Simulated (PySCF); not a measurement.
Gas-phase reaction: HfCl₄.H₂O ⇌ HfCl₃OH + HCl

Energies from PySCF, thermal terms from the rigid-rotor harmonic-oscillator model, ideal gas at 1 bar. † marks an energy on the PBE0/def2-TZVP geometry and frequencies; other levels use their own. MP2 freezes the core. All species are closed-shell singlets. B3LYP is the form with VWN-RPA correlation. Hf: scalar-relativistic def2 core potential, no spin-orbit coupling. Adducts (HfCl₄.H₂O) have no counterpoise correction, and HF, PBE, BLYP, B3LYP and PBE0 lack dispersion. HfCl₄.H₂O, HfCl₃OH: computed as isolated molecules; such fragments, hydroxides, amides, oligomers or adducts are transient or little studied in the gas. MP2 isn't extrapolated to the basis-set limit; its ΔH°(298 K) is 88.2 kJ in def2-SVP and 82.8 kJ in def2-TZVPP. The harmonic model lacks anharmonicity and excited electronic states, which grow with temperature; levels with a mode under 35 cm⁻¹ are left out. Soft modes under 120 cm⁻¹ make the harmonic entropy rough for HfCl₄.H₂O, HfCl₃OH.

| level | ΔE electronic, kJ | ΔH°(298 K), kJ | ΔS°(298 K), J/K | ΔG°(1400 K), kJ |
|---|---|---|---|---|
| B3LYP/def2-TZVP† | 68 | 53 | 129 | -122 |
| HF/def2-TZVP† | 72 | 56 | 129 | -118 |
| MP2/def2-SVP† | 104 | 88 | 129 | -86 |
| PBE/def2-SVP | 99 | 85 | 128 | -88 |
| PBE/def2-TZVP† | 77 | 61 | 129 | -113 |
| PBE0/def2-SVP† | 106 | 90 | 129 | -84 |
| PBE0/def2-TZVP | 84 | 68 | 129 | -106 |
| r2SCAN/def2-TZVP† | 90 | 75 | 129 | -100 |
| LDA/def2-TZVP† | 109 | 94 | 129 | -81 |
| ωB97M-V/def2-TZVP† | 92 | 77 | 129 | -98 |
ΔH° is lowest at B3LYP/def2-TZVP† and highest at LDA/def2-TZVP†. No reference value is set beside these.
